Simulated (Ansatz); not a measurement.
Consider the substitution at a C–O bond: `CO[SiH2]S[SiH2]Cl` + `N[SiH](O)S` → `CS[SiH](N)O` + `O[SiH2]S[SiH2]Cl`.

Isolated molecules relaxed with PBE0-D4/def2-TZVP in Ansatz; ΔE leaves out vibrations. CCSD(T)/CBS is the MP2 limit (def2-TZVPP, def2-QZVPP) plus CCSD(T) − MP2 in def2-TZVPP, frozen cores. DFT in def2-TZVPP. B3LYP here is the variant with VWN-RPA as its local correlation; programs differ in this. One conformer a species, not always the lowest.

(1) Is it downhill or uphill in electronic energy at CCSD(T)/CBS, and by how much? (An estimate is asked.)

(2) What do these levels give: PBE-D4, r2SCAN-D4, B3LYP-D4, PBE, r2SCAN, PBE0, B3LYP, HF/def2-TZVPP, HF/def2-QZVPP, MP2/def2-QZVPP, HF/CBS(def2), MP2/CBS(def2)? (An estimate is asked.)

Largest T1 diagnostic among the species: 0.011.

Answers

(1) The calculation gave: Downhill: ΔE = -46.1 kJ/mol.

(2) Computed: PBE-D4 -46.0, r2SCAN-D4 -45.2, B3LYP-D4 -39.4, PBE -47.4, r2SCAN -46.0, PBE0 -46.9, B3LYP -41.4, HF/def2-TZVPP -34.2, HF/def2-QZVPP -33.9, MP2/def2-QZVPP -50.2, HF/CBS(def2) -33.9, MP2/CBS(def2) -52.4 kJ/mol.

In def2-TZVPP, CCSD(T) changes the Hartree–Fock value by −6.9 kJ/mol (the triples alone add −1.4 kJ/mol) and MP2 by −13.2 kJ/mol.
